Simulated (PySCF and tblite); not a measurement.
C7H9GeNO2, numbered as in [CH3:1][C:2](=[O:3])[c:4]1[cH:5][cH:6][n+:7]([O-:8])[c:9]([GeH3:10])[cH:11]1. Level: PBE0-D3(BJ)/6-31G*//GFN2-xTB, thermal terms from GFN2-xTB, symmetry numbers and mirror pairs counted. Conformers within 2.5 kcal/mol (GFN2-xTB free energy) were kept, 3 at most. GIAO shieldings: PBE0/6-31G*. Shifts are against TMS (¹H), TMS (¹³C), NH3 (¹⁵N) at the same level. (PySCF 2.14, tblite 0.8.)

Torsions listed: O3–C2–C4–C5.

```json
{"conformer": "1", "shape": "0°", "point group": "Cs", "mirror pair": "no", "ΔE(DFT)": "0.00", "Δ(G−E) at 250 K": "0.00", "δ H5 (ppm)": "8.20"}
{"conformer": "2", "shape": "179°", "point group": "Cs", "mirror pair": "no", "ΔE(DFT)": "0.21", "Δ(G−E) at 250 K": "0.00", "δ H5 (ppm)": "7.62"}
```

Energies in kcal/mol; the thermal term leaves out symmetry numbers and mirror images.

Work out the weights at 250 K and the ¹H shift of H5 under fast exchange.

RT = 0.497 kcal/mol. Each conformer gets RT ln(σ/g), with σ the rotational symmetry number and g = 2 for a mirror pair: 1: σ = 1, g = 1, G = 0.00 + 0.00 + 0.00 = 0.00, 0.00 above the lowest, exp(−ΔG/RT) = 1.000; 2: σ = 1, g = 1, G = 0.21 + 0.00 + 0.00 = 0.21, 0.21 above the lowest, exp(−ΔG/RT) = 0.655. The sum is 1.655, so the weights are 60.4, 39.6 %. The averaged shift is 7.97 ppm. At 298.15 K it is 7.96 ppm. At 298.15 K the leading conformer alone gives 8.20 ppm and bare DFT energies give 7.96 ppm.

Spin–orbit effects of the heavy atoms on shieldings are missing.


¹⁵N shifts are against a computed isolated NH3 molecule, about 20 ppm from the liquid.

Conformer gaps in 6-31G* on xTB geometries can be 2 kcal/mol off for S=O, P=O and other polar bonds.